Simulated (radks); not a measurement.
The numbers below are computed, except where a source is named.
All-electron atom: La1.25+ in [Xe] 5d(up 0.5, down 0.5) 6s(up 0.5, down 0.25) (fractional occupations, a model configuration). Level of theory: scalar-relativistic Kohn-Sham, PBE, spin-polarised, spherical densities, finite nucleus; Fermi nuclear charge, rms radius 4.855 fm (a radial shooting solver on a logarithmic mesh with Libxc functionals).

Local quantities along the radius. ELF = 1/(1 + alpha^2) is the electron localisation function; alpha = (tau - tau_W)/tau_unif compares the Pauli kinetic energy density with that of the uniform gas (summed over spins). tau is taken from the large components.

```
   r/bohr * ELF (the largest magnitude, 0.999, reaches the edge; | marks zero)
 0.001878 |                                                      *
 0.002545 |                                                      *
 0.003449 |                                                      *
 0.004674 |                                                      *
 0.006334 |                                                      *
 0.008585 |                                                      *
  0.01163 |                                                     *
  0.01577 |                                                   *
  0.02137 |                                          *
  0.02896 |                        *
  0.03925 |                 *
   0.0532 |                             *
   0.0721 |                                        *
  0.09771 |                                   *
   0.1324 |                  *
   0.1795 |                           *
   0.2432 |                                         *
   0.3296 |                            *
   0.4467 |           *
   0.6055 |                                       *
   0.8206 |                                   *
    1.112 |              *
    1.507 |                                *
    2.043 |                                      *
    2.768 |             *
    3.752 |     *
    5.085 |          *
    6.891 |     *
    9.339 *
```

On this mesh the ELF has minima near r = 0.039, 0.13, 0.45, 1.1, 3.8 bohr, which separate the shells, and maxima near 0.072 (0.74), 0.24 (0.76), 0.70 (0.76), 1.8 (0.75), 5.1 (0.20).
